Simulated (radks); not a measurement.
Question: Species: Tb18+. Configuration: [Kr] 4d10 4f1. All-electron calculation, Dirac Kohn-Sham, PBE, spin-unpolarised, spherical densities, point nucleus; open shells fill j = l - 1/2 first. Program: a radial shooting solver on a logarithmic mesh with Libxc functionals. Some entries of the table are withheld. Estimate them.

| orbital | occ. | eigenvalue (eV) | <r^2> (bohr^2) | <r> (bohr) |
|---|---|---|---|---|
| 1s1/2 | 2 | -52249.20 | (1) | 0.02150 |
| 2s1/2 | 2 | -9027.797 | 0.009832 | 0.09097 |
| 2p1/2 | 2 | (2) | 0.007128 | 0.07591 |
| 2p3/2 | 4 | (3) | 0.008359 | 0.08286 |
| 3s1/2 | 2 | -2352.204 | 0.06521 | 0.2387 |
| 3p1/2 | 2 | -2166.568 | 0.06064 | 0.2284 |
| 3p3/2 | 4 | -2012.133 | 0.06757 | 0.2414 |
| 3d3/2 | 4 | -1692.692 | 0.05375 | 0.2138 |
| 3d5/2 | 6 | -1659.062 | 0.05567 | 0.2179 |
| 4s1/2 | 2 | -799.8505 | 0.3096 | 0.5244 |
| 4p1/2 | 2 | -725.7125 | (4) | (5) |
| 4p3/2 | 4 | -687.7632 | (6) | (7) |
| 4d3/2 | 4 | (8) | 0.3705 | 0.5683 |
| 4d5/2 | 6 | (9) | 0.3802 | 0.5759 |
| 4f5/2 | 1 | -407.6932 | (10) | 0.5869 |
| 4f7/2 | 0 | -406.1984 | (11) | 0.5901 |

Answer: 
(1) 1s1/2 <r^2> (bohr^2): 0.0006315
(2) 2p1/2 eigenvalue (eV): -8599.802
(3) 2p3/2 eigenvalue (eV): -7853.451
(4) 4p1/2 <r^2> (bohr^2): 0.3193
(5) 4p1/2 <r> (bohr): 0.5308
(6) 4p3/2 <r^2> (bohr^2): 0.3495
(7) 4p3/2 <r> (bohr): 0.5556
(8) 4d3/2 eigenvalue (eV): -564.5597
(9) 4d5/2 eigenvalue (eV): -557.1388
(10) 4f5/2 <r^2> (bohr^2): 0.3998
(11) 4f7/2 <r^2> (bohr^2): 0.4039
